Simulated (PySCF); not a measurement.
C₂H₅BF₂OS.
Atom-mapped SMILES: `[CH3:1][S:2][BH:3][O:4][CH:5]([F:6])[F:7]` (hydrogens: H8, H9, H10 on C1; H11 on B3; H12 on C5)

Method used: PBE0-D3(BJ)/def2-SVP geometry optimisation, gas phase (PySCF).

(1) List the bond lengths, angles and torsions at this level.

## Answers

(1) 
```csv
bond,length (pm),order
C1–S2,181.8,single
S2–B3,177.8,single
B3–O4,136.7,single
O4–C5,136.3,single
"C5–F6, C5–F7",133.7,single
"C1–H8, C1–H9, C1–H10",109.7,single
B3–H11,120.8,single
C5–H12,110.4,single
```

Bonds in one row agree within 1 pm and their mean is given. Orders are formal, as drawn. A selection of angles:
```csv
angle,degrees
S2–C1–H8,110.5
S2–C1–H9,110.7
S2–C1–H10,107.1
H8–C1–H9,109.4
C1–S2–B3,102.7
S2–B3–O4,120.2
S2–B3–H11,118.6
O4–B3–H11,121.2
B3–O4–C5,122.3
O4–C5–F6,108.4
O4–C5–F7,109.1
O4–C5–H12,112.6
F6–C5–F7,107.8
F6–C5–H12,109.7
```

Dihedral angles: C1–S2–B3–O4 0° (synperiplanar); S2–B3–O4–C5 -178° (antiperiplanar); B3–O4–C5–F6 -134° (anticlinal). The mirror-image conformer, all signs reversed, is as good.

Of the pairs four or more bonds apart, H11···H12 is among the closest relative to their van der Waals radii: 2.35 Å, 98 % of the sum of Bondi's values. B3 (three-coordinate boron) is planar (angles 121.2°, 120.2° and 118.6°, sum 360.0°, 0.00 Å off the plane of its three neighbours).

Point group: C1 (no symmetry element, even within 0.4 Å). Whether it is a minimum is left open (no frequencies). One conformer, not necessarily the lowest.

Hardware: one thread of an Arm Neoverse V2, shared host. Cost: 65 s of wall time, 0.52 GiB resident at most. That covers the optimisation of the geometry.
